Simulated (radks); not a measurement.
Values are calculated unless marked as measured or tabulated.
The mean radii <r> (bohr) of the occupied orbitals of an atom or ion are listed with their occupations. Code: a radial shooting solver on a logarithmic mesh with Libxc functionals. Model: Dirac Kohn-Sham, B86b exchange with PBE correlation, spin-unpolarised, spherical densities, finite nucleus; Fermi nuclear charge, rms radius of each element as measured or else 0.836 A^(1/3) + 0.57 fm.

| orbital | occ. | <r> |
|---|---|---|
| 1s1/2 | 2 | 0.01659 |
| 2s1/2 | 2 | 0.06926 |
| 2p1/2 | 2 | 0.05692 |
| 2p3/2 | 4 | 0.06559 |
| 3s1/2 | 2 | 0.1801 |
| 3p1/2 | 2 | 0.1704 |
| 3p3/2 | 4 | 0.1863 |
| 3d3/2 | 4 | 0.1621 |
| 3d5/2 | 6 | 0.1670 |
| 4s1/2 | 2 | 0.3991 |
| 4p1/2 | 2 | 0.4011 |
| 4p3/2 | 4 | 0.4353 |
| 4d3/2 | 4 | 0.4424 |
| 4d5/2 | 6 | 0.4536 |
| 5s1/2 | 2 | 0.9026 |
| 4f5/2 | 6 | 0.4792 |
| 4f7/2 | 8 | 0.4860 |
| 5p1/2 | 2 | 0.9722 |
| 5p3/2 | 4 | 1.069 |
| 5d3/2 | 4 | 1.460 |
| 5d5/2 | 6 | 1.530 |
| 6s1/2 | 2 | 2.696 |

Name the element and its charge. Open shells, if any, fill j = l - 1/2 first.

Answer. Z = 80, mercury, charge 0: Hg in [Hg]. The 1s radius gives Z: for a bare nucleus <r> = (2 gamma + 1)/(2Z) with gamma = sqrt(1 - (Z/c)^2), 0.0164 bohr for Z = 80, and screening makes it slightly larger (0.01659 here). The occupations add up to 80, and the charge is Z minus that.
